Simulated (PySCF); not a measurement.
PySCF input (BP86/def2-SVP):

```python
from pyscf import gto, dft

mol = gto.M(
    atom='''
    Si    0.80197483   -0.19760247    0.60595417
    H     2.06331240   -0.51011346   -0.15628702
    Cl   -0.78182117    0.19273812   -0.48982772
    ''',
    basis='def2-svp',
    charge=1,
    spin=1,
    verbose=4,
)

mf = dft.UKS(mol, xc='bp86')
mf.grids.level = 3
mf.conv_tol = 1e-9
mf.max_cycle = 100
mf.max_memory = 1500
mf.kernel()
if not mf.converged:
    mf = mf.newton()
    mf.kernel(mf.make_rdm1())
mo, _, stable, _ = mf.stability(return_status=True)
if not stable:
    mf.kernel(mf.make_rdm1(mo, mf.mo_occ))
    stable = mf.stability(return_status=True)[2]
mf.dip_moment()
```

Output:

```
PySCF version 2.14.0

[INPUT] verbose = 4
[INPUT] num. atoms = 3
[INPUT] num. electrons = 31
[INPUT] charge = 1
[INPUT] spin (= nelec alpha-beta = 2S) = 1
[INPUT] symmetry False subgroup None
[INPUT] Mole.unit = angstrom
[INPUT] Symbol           X                Y                Z      unit          X                Y                Z       unit  Magmom
[INPUT]  1 Si     0.801974830000  -0.197602470000   0.605954170000 AA    1.515512787495  -0.373414549838   1.145087425338 Bohr   0.0
[INPUT]  2 H      2.063312400000  -0.510113460000  -0.156287020000 AA    3.899095345419  -0.963974731854  -0.295339664624 Bohr   0.0
[INPUT]  3 Cl    -0.781821170000   0.192738120000  -0.489827720000 AA   -1.477427889687   0.364222260564  -0.925640239020 Bohr   0.0

nuclear repulsion = 72.0588255186742
number of shells = 19
number of NR pGTOs = 79
number of NR cGTOs = 41
basis = def2-svp
ecp = {}

******** <class 'pyscf.dft.uks.UKS'> ********
method = UKS
initial guess = minao
damping factor = 0
level_shift factor = 0
DIIS = <class 'pyscf.scf.diis.CDIIS'>
diis_start_cycle = 1
diis_space = 8
diis_damp = 0
SCF conv_tol = 1e-09
SCF conv_tol_grad = None
SCF max_cycles = 100
direct_scf = True
direct_scf_tol = 1e-13
number electrons alpha = 16  beta = 15
XC library pyscf.dft.libxc version 7.1.2
    S. Lehtola, C. Steigemann, M. J. T. Oliveira, and M. A. L. Marques,  SoftwareX 7, 1–5 (2018)
XC functionals = bp86
    A. D. Becke,  Phys. Rev. A 38, 3098 (1988)
    J. P. Perdew,  Phys. Rev. B 33, 8822 (1986)
    J. P. Perdew,  Phys. Rev. B 34, 7406–7406 (1986)
radial grids:
    Treutler-Ahlrichs [JCP 102, 346 (1995); DOI:10.1063/1.469408] (M4) radial grids

becke partition: Becke, JCP 88, 2547 (1988); DOI:10.1063/1.454033
pruning grids: <function nwchem_prune>
grids dens level: 3
symmetrized grids: False
atomic radii adjust function: <function treutler_atomic_radii_adjust>
small_rho_cutoff = 0
Set gradient conv threshold to 3.16228e-05
tot grids = 47872
init E= -750.180689893296
  alpha nocc = 16  HOMO = -0.214744416377433  LUMO = -0.133431703960912
  beta  nocc = 15  HOMO = -0.364205966253591  LUMO = -0.214744416377433

WARN: HOMO -0.214744416377433 >= LUMO -0.214744416377433

cycle= 1 E= -749.732607462082  delta_E= 0.448  |g|= 0.227  |ddm|= 1.31
  alpha nocc = 16  HOMO = -0.502918628974424  LUMO = -0.419334173818641
  beta  nocc = 15  HOMO = -0.554622880289627  LUMO = -0.473093162053152
  HOMO = -0.502918628974  LUMO = -0.473093162053  gap/eV = 0.81159
cycle= 2 E= -749.419917354638  delta_E= 0.313  |g|= 0.714  |ddm|= 1.21
  alpha nocc = 16  HOMO = -0.50539960399154  LUMO = -0.395266566987087
  beta  nocc = 15  HOMO = -0.592015651071303  LUMO = -0.454853469676615
  HOMO = -0.505399603992  LUMO = -0.454853469677  gap/eV = 1.37543
cycle= 3 E= -749.773945837804  delta_E= -0.354  |g|= 0.0659  |ddm|= 0.813
  alpha nocc = 16  HOMO = -0.493026536090268  LUMO = -0.379751952819865
  beta  nocc = 15  HOMO = -0.566037115385735  LUMO = -0.439666858989436
  HOMO = -0.49302653609  LUMO = -0.439666858989  gap/eV = 1.45199
cycle= 4 E= -749.776857288163  delta_E= -0.00291  |g|= 0.0205  |ddm|= 0.146
  alpha nocc = 16  HOMO = -0.493483594266589  LUMO = -0.379803653677195
  beta  nocc = 15  HOMO = -0.568674646111483  LUMO = -0.437895618827985
  HOMO = -0.493483594267  LUMO = -0.437895618828  gap/eV = 1.51263
cycle= 5 E= -749.777179304239  delta_E= -0.000322  |g|= 0.00412  |ddm|= 0.0355
  alpha nocc = 16  HOMO = -0.493683323749535  LUMO = -0.380181391077272
  beta  nocc = 15  HOMO = -0.568891094651597  LUMO = -0.437607196887451
  HOMO = -0.49368332375  LUMO = -0.437607196887  gap/eV = 1.52591
cycle= 6 E= -749.777193122831  delta_E= -1.38e-05  |g|= 0.000991  |ddm|= 0.00685
  alpha nocc = 16  HOMO = -0.493710468559915  LUMO = -0.380172733441024
  beta  nocc = 15  HOMO = -0.568938077141022  LUMO = -0.437407434259964
  HOMO = -0.49371046856  LUMO = -0.43740743426  gap/eV = 1.53208
cycle= 7 E= -749.777193754091  delta_E= -6.31e-07  |g|= 0.000415  |ddm|= 0.00158
  alpha nocc = 16  HOMO = -0.493717189000564  LUMO = -0.380182673676919
  beta  nocc = 15  HOMO = -0.568916214727496  LUMO = -0.437358941981713
  HOMO = -0.493717189001  LUMO = -0.437358941982  gap/eV = 1.53359
cycle= 8 E= -749.777193868056  delta_E= -1.14e-07  |g|= 9.28e-05  |ddm|= 0.000468
  alpha nocc = 16  HOMO = -0.493731115684607  LUMO = -0.380198526603241
  beta  nocc = 15  HOMO = -0.568899487893944  LUMO = -0.437365754367395
  HOMO = -0.493731115685  LUMO = -0.437365754367  gap/eV = 1.53378
cycle= 9 E= -749.777193876129  delta_E= -8.07e-09  |g|= 1.83e-05  |ddm|= 0.000173
  alpha nocc = 16  HOMO = -0.493732111197738  LUMO = -0.380202348192446
  beta  nocc = 15  HOMO = -0.568902681934092  LUMO = -0.437368342838607
  HOMO = -0.493732111198  LUMO = -0.437368342839  gap/eV = 1.53374
cycle= 10 E= -749.777193876423  delta_E= -2.94e-10  |g|= 8.26e-06  |ddm|= 3.66e-05
  alpha nocc = 16  HOMO = -0.493730610275441  LUMO = -0.380201445665465
  beta  nocc = 15  HOMO = -0.568905144872843  LUMO = -0.437367335464513
  HOMO = -0.493730610275  LUMO = -0.437367335465  gap/eV = 1.53372
Extra cycle  E= -749.777193876253  delta_E= 1.7e-10  |g|= 1.8e-05  |ddm|= 3.36e-05
converged SCF energy = -749.777193876253  <S^2> = 0.75304137  2S+1 = 2.0030391
uhf_internal: lowest eigs of H = [0.18164432 0.25670333 0.27218311]
<class 'pyscf.dft.uks.UKS'> wavefunction is stable in the internal stability analysis

WARN: System has nonzero charge 1; the dipole moment is origin-dependent.
Location of origin: [0. 0. 0.]

Dipole moment(X, Y, Z, Debye):  3.14039, -0.77443,  1.72799
```

The dipole moment of an ion depends on the origin.
